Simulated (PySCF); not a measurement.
Gas-phase reaction: 2 TaCl4NH2 + Cl2 + N2 ⇌ 2 TaCl5 + 4 NH

Computed with PySCF and rigid-rotor harmonic-oscillator thermochemistry at 1 bar. † marks an energy on the PBE0/def2-TZVP geometry and frequencies; other levels use their own. MP2 freezes the core. Open shells (unrestricted): NH (multiplicity 3); the rest are closed-shell singlets. Ta: scalar-relativistic def2 core potential, no spin-orbit coupling. TaCl4NH2: computed as isolated molecules; such fragments, hydroxides, amides, oligomers or adducts are transient or little studied in the gas. MP2 isn't extrapolated to the basis-set limit.

LDA/def2-TZVP† gives ΔH°(298 K) = 1580 kJ.

What do MP2/def2-SVP†, PBE/def2-TZVP†, PBE/def2-SVP give?

MP2/def2-SVP†: 1274 kJ; PBE/def2-TZVP†: 1330 kJ; PBE/def2-SVP: 1334 kJ. For scale, ΔH°(298 K) is 1580 kJ at this level, 1308 kJ at ωB97M-V/def2-TZVP†, and runs from 660 to 1580 kJ over the 16 levels computed.
